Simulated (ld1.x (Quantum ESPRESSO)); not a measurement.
Which change was made? (Ce, PAW)

Ce, PAW, made with ld1.x (Quantum ESPRESSO) 7.5 (PBE, scalar-relativistic). Core [Xe], reference 4f1 5d0 6s0 6p0 (charge +3). Waves: 6s (bound, empty): rcut 2.60, rcutus 3.30 bohr; 6s channel at 3.65 Ry: rcut 2.60, rcutus 3.30 bohr; 6p (bound, empty): rcut 3.45, rcutus 4.10 bohr; 6p channel at 3.2 Ry: rcut 3.45, rcutus 4.10 bohr; 5d (bound, empty): rcut 2.90, rcutus 3.75 bohr; 5d channel at 1.05 Ry: rcut 2.90, rcutus 3.75 bohr; 4f (bound): rcut 0.95, rcutus 1.05 bohr; 4f channel at 0.15 Ry: rcut 0.95, rcutus 1.05 bohr. Local part: all-electron potential smoothed inside 3.80 bohr (lloc = -2). Core correction: Bessel-smoothed model core inside 1.10 bohr. Augmentation charge: BESSEL, radius 0.80 bohr.

Cutoffs, loose and tight: the cutoffs (Ry, on a coarse ladder) from which the occupation-weighted sum of valence levels, in a spherical-Bessel basis at the reference potential, stays within 10 and 1 mRy of its value at 400 Ry. They do not see the model core or the augmentation charge, which bear on the density cutoff. Test errors are all-electron minus pseudo excitation energies from the reference, over the configurations 4f1 5d1 6s2 6p0; 4f1 5d1 6s1 6p0; 4f1 5d1 6s0 6p0; 4f1 5d0 6s2 6p0; 4f1 5d1 6s0 6p2; 4f1 5d1 6s0 6p1; 4f2 5d1 6s0 6p0; variants that change the core or the reference have their own tests.

The base gives: outcome: generated; cutoff, loose: 120 Ry; cutoff, tight: 180 Ry; bound ghosts: none; largest test error (meV): test run stopped at test 1 of 7 (negative rho).

(1) After one change the result is: outcome: generated; cutoff, loose: 80 Ry; cutoff, tight: 140 Ry; bound ghosts: none; largest test error (meV): test run stopped at test 1 of 7 (negative rho). Which change was it?
A. all radii but the core radius scaled by about 1.18 (s 3.90, p 4.86, d 4.44, f 1.24 bohr, rcut 3.08/4.08/3.44/1.12); local potential all-electron potential smoothed inside 4.50 bohr (lloc = -2); augmentation BESSEL, radius 0.94 bohr
B. all radii but the core radius scaled by about 0.95 (s 3.14, p 3.92, d 3.58, f 1.00 bohr, rcut 2.48/3.30/2.76/0.90); local potential all-electron potential smoothed inside 3.62 bohr (lloc = -2); augmentation BESSEL, radius 0.76 bohr
C. all radii but the core radius scaled by about 1.39 (s 4.58, p 5.68, d 5.20, f 1.46 bohr, rcut 3.60/4.78/4.02/1.32); local potential all-electron potential smoothed inside 5.28 bohr (lloc = -2); augmentation BESSEL, radius 1.10 bohr
D. all radii but the core radius scaled by about 0.77 (s 2.54, p 3.16, d 2.88, f 0.80 bohr, rcut 2.00/2.66/2.22/0.74); local potential all-electron potential smoothed inside 2.92 bohr (lloc = -2); augmentation BESSEL, radius 0.62 bohr
E. all radii but the core radius scaled by about 1.07 (s 3.52, p 4.38, d 4.00, f 1.12 bohr, rcut 2.78/3.68/3.10/1.02); local potential all-electron potential smoothed inside 4.06 bohr (lloc = -2); augmentation BESSEL, radius 0.86 bohr

Results:

(1) A. The others give: all radii but the core radius scaled by about 1.07 (s 3.52, p 4.38, d 4.00, f 1.12 bohr, rcut 2.78/3.68/3.10/1.02); local potential all-electron potential smoothed inside 4.06 bohr (lloc = -2); augmentation BESSEL, radius 0.86 bohr → outcome: generated; cutoff, loose: 100 Ry; cutoff, tight: 160 Ry; bound ghosts: none; largest test error (meV): test run stopped at test 1 of 7 (negative rho) | all radii but the core radius scaled by about 1.39 (s 4.58, p 5.68, d 5.20, f 1.46 bohr, rcut 3.60/4.78/4.02/1.32); local potential all-electron potential smoothed inside 5.28 bohr (lloc = -2); augmentation BESSEL, radius 1.10 bohr → outcome: generated; cutoff, loose: 55 Ry; cutoff, tight: 90 Ry; bound ghosts: s; largest test error (meV): test run stopped at test 1 of 7 (negative rho) | all radii but the core radius scaled by about 0.95 (s 3.14, p 3.92, d 3.58, f 1.00 bohr, rcut 2.48/3.30/2.76/0.90); local potential all-electron potential smoothed inside 3.62 bohr (lloc = -2); augmentation BESSEL, radius 0.76 bohr → outcome: generated; cutoff, loose: 140 Ry; cutoff, tight: 200 Ry; bound ghosts: s; largest test error (meV): test run stopped at test 1 of 7 (negative rho) | all radii but the core radius scaled by about 0.77 (s 2.54, p 3.16, d 2.88, f 0.80 bohr, rcut 2.00/2.66/2.22/0.74); local potential all-electron potential smoothed inside 2.92 bohr (lloc = -2); augmentation BESSEL, radius 0.62 bohr → outcome: generated; cutoff, loose: 200 Ry; cutoff, tight: over 300 Ry; bound ghosts: s; largest test error (meV): test run stopped at test 1 of 7 (negative rho).
